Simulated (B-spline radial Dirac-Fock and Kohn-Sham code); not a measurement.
# Re⁵⁰⁺: eigenvalues, ΔSCF and the reference

System: the Re⁵⁰⁺ ion in the configuration [Ar] 3d7.

The density-functional columns are spherical, spin-unpolarised Dirac-Kohn-Sham results without Breit or QED terms: −ε is minus the orbital energy of the initial state and ΔSCF the difference of two total energies. The reference in the last column comes from Dirac-Fock ΔSCF + Breit + QED. All numbers are from an atomic code on a B-spline grid, in eV; a selection of levels is shown. The Kohn-Sham columns are given as differences from the reference. For the 1s level of heavy atoms much of the gap between ΔSCF and the reference is the Breit and QED part, -365.6 eV here; for other levels the error of the functional can be larger.

| level | LDA −ε − DF | LDA ΔSCF − DF | Dirac-Fock |
| --- | --- | --- | --- |
| 1s | -252.2 | +355.1 | 74690.6 |
| 2s | -189.5 | -47.1 | 15471.0 |
| 2p1/2 | -140.9 | +32.7 | 14914.5 |
| 2p3/2 | -154.6 | -0.9 | 13478.4 |
| 3s | -96.6 | -36.2 | 5614.3 |
| 3p1/2 | -73.4 | -9.6 | 5376.7 |
| 3p3/2 | -74.1 | -14.5 | 5034.2 |
| 3d | -64.6 | +3.1 | 4638.5 |

Values without a named source are computed, but for edge energies of neutral atoms, which are taken from tables.
